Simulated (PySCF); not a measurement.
**One change to the structure, seen by NMR**

Starting compound: SMILES C1[Si@@H](C(=C)F)[C@H]1N(C)C, C6H12FNSi.

¹H NMR (500 MHz, computed): δ 5.69 (m, 1H), 5.62 (m, 1H), 3.38 (m, 1H), 2.37 (s, 6H), 1.91 (m, 1H), 0.97 (m, 1H), 0.60 (m, 1H). ¹³C{¹H} NMR (computed): δ 175.5 (C), 113.9 (CH2), 48.2 (CH3), 46.1 (CH), 11.9 (CH2).

[PySCF 2.14.0 with density-fitted response routines: geometry: GFN2-xTB; σ from GIAO-PBE0/pcSseg-1; non-relativistic; no solvent; a single conformation; equivalent nuclei averaged]

Shifts are taken against calculated references (same method and geometry level): TMS for ¹H (31.72 ppm), ¹³C (186.93 ppm). Splittings of carbon signals by F and P are missing where no couplings were computed. Where no couplings were computed, multiplicities follow the n + 1 count of equivalent neighbours, and m marks all less simple cases (inequivalent or close neighbours, rings, F or P nearby). Shifts are as computed. Against solution values, carbons near 30 ppm lie about +3 ppm off and those near 130 ppm about +5 ppm; carbons on Cl a further +6 ppm. Of 1211 compounds with measured shifts, 218 miss one by over three times the rms of a fit or turn the order of signals round; such compounds aren't used in these exercises. Carbons bonded to Cl come out too deshielded. OH and NH positions are gas-phase values without hydrogen bonding to other molecules.

(1) What are the spectra after this edit: Si replaced by C, giving `C=C(F)[C@@H]1C[C@@H]1N(C)C`?

(2) What are the spectra after this edit: F replaced by Cl, giving `C=C(Cl)[Si@@H]1C[C@@H]1N(C)C`?

(3) What are the spectra after this edit: NH inserted into a Si-C bond, giving `C=C(F)[Si@@H]1NC[C@@H]1N(C)C`?

(4) What are the spectra after this edit: H2 added to a C-C multiple bond, giving `C[C@@H](F)[Si@H]1C[C@@H]1N(C)C`?

Answers

(1) ¹H NMR (500 MHz, computed): δ 4.73 (m, 1H), 4.73 (m, 1H), 2.30 (s, 6H), 1.73 (m, 1H), 1.49 (m, 1H), 1.10 (m, 1H), 0.36 (m, 1H). ¹³C{¹H} NMR (computed): δ 176.6 (C), 92.5 (CH2), 48.7 (CH), 46.1 (CH3), 22.6 (CH), 21.6 (CH2).

(2) ¹H NMR (500 MHz, computed): δ 6.47 (br s, 1H), 6.24 (br s, 1H), 3.55 (m, 1H), 2.33 (s, 6H), 1.96 (m, 1H), 1.27 (m, 1H), 0.99 (m, 1H). ¹³C{¹H} NMR (computed): δ 151.5 (C), 137.5 (CH2), 48.8 (CH), 48.5 (CH3), 9.8 (CH2).

(3) ¹H NMR (500 MHz, computed): δ 6.05 (m, 1H), 5.87 (m, 1H), 5.52 (m, 1H), 4.00 (m, 1H), 3.75 (m, 1H), 2.56 (m, 1H), 2.10 (s, 6H), 0.34 (br s, 1H). ¹³C{¹H} NMR (computed): δ 182.2 (C), 116.8 (CH2), 63.1 (CH), 55.8 (CH2), 47.5 (CH3).

(4) ¹H NMR (500 MHz, computed): δ 4.64 (m, 1H), 3.21 (m, 1H), 2.33 (s, 6H), 2.05 (m, 1H), 1.60 (m, 3H), 0.76 (m, 1H), 0.64 (m, 1H). ¹³C{¹H} NMR (computed): δ 89.5 (CH), 48.9 (CH3), 48.5 (CH), 23.3 (CH3), 8.1 (CH2).
